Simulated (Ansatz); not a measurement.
CH$_{5}$NSi$_{2}$, SMILES `[SiH3][SiH]1C=N1`, charge 0, multiplicity 1.

Problem. Give a relaxed structure at PBE0-D4/def2-TZVP (Ansatz). (Best estimate.)

Solution. Computed: 
Cartesian coordinates in Å:
```
Si 0.576 1.384 -0.605
Si 0.090 -0.848 -0.187
C -0.843 -1.350 1.260
N -1.620 -1.266 0.263
H 2.016 1.649 -0.340
H 0.285 1.735 -2.020
H -0.258 2.216 0.299
H 0.810 -1.886 -0.961
H -1.056 -1.635 2.291
```
This is one stationary point; other conformers may exist.
